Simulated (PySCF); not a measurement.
# Electron correlation in Bi (bismuth, neutral)

[Xe] 4f14 5d10 6s1 6p4, high-spin 4P determinant (an excited configuration). All numbers are calculated (PySCF 2.14, the spin-free X2C one-electron Hamiltonian (Gaussian nucleus), in aug-cc-pwCVTZ-DK3 (11s10p8d5f1g, 125 functions)). Frozen: [Xe] 4f14 5d10; 5 electrons correlated.

MP2 pair energies summed by pair of shells (mhartree):

```csv
pair,energy,share (%)
6p-6p,-46.33,84.8
6s-6p,-8.31,15.2
```

Total MP2 correlation energy: -54.64 mhartree.

Same-spin part -14.71 and opposite-spin part -39.93 mhartree; SCS-MP2 scales them by 1/3 and 6/5 to -52.82 mhartree.

Spin-orbit coupling is strong in this species, so the high-spin LS determinant is a model state.
